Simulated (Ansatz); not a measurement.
One change: `[SeH][Ti]([SeH])([SeH])[SeH]` becomes `[SeH][Hf]([SeH])([SeH])[SeH]`.

Ansatz, PBE0-D4/def2-TZVP geometries, multiplicity 1. Each molecule was computed in one conformer, which needn't be the lowest.

Elements past krypton have def2 core potentials. Scalar relativity is left out up to krypton.

| property | `[SeH][Ti]([SeH])([SeH])[SeH]` |
| --- | --- |
| LUMO energy (PBE0/def2-TZVPP) / eV | -3.07 |
| LUMO energy (ωB97M-V/def2-TZVPP) / eV | -1.05 |
| HOMO energy (PBE0/def2-TZVPP) / eV | -7.39 |
| LUMO energy (B3LYP/def2-TZVPP) / eV | -3.26 |
| zero-point energy (PBE0-D4/def2-TZVP) / kJ/mol | 81.4 |
| HOMO–LUMO gap (B3LYP/def2-TZVPP) / eV | 3.88 |

Q: What does the change do to each property? (Estimate.)

A: Ansatz gave: 
```
                                      property  `[SeH][Hf]([SeH])([SeH])[SeH]`  shift
            LUMO energy (PBE0/def2-TZVPP) / eV                           -2.23   0.84
         LUMO energy (ωB97M-V/def2-TZVPP) / eV                           -0.28   0.77
            HOMO energy (PBE0/def2-TZVPP) / eV                           -7.48  -0.09
           LUMO energy (B3LYP/def2-TZVPP) / eV                           -2.39   0.87
zero-point energy (PBE0-D4/def2-TZVP) / kJ/mol                            78.4   -3.0
         HOMO–LUMO gap (B3LYP/def2-TZVPP) / eV                            4.83   0.95
```

With PBE0 the HOMO falls by 0.09 eV and the LUMO rises by 0.84 eV, so the gap widens by about 0.93 eV. PBE moves the HOMO by -0.08 eV and ωB97M-V by -0.11 eV.

B3LYP here is the variant with VWN-RPA as its local correlation; programs differ in this.

Spin–orbit coupling is left out; it splits and shifts lone-pair levels of the heavy atoms by tenths of an eV.
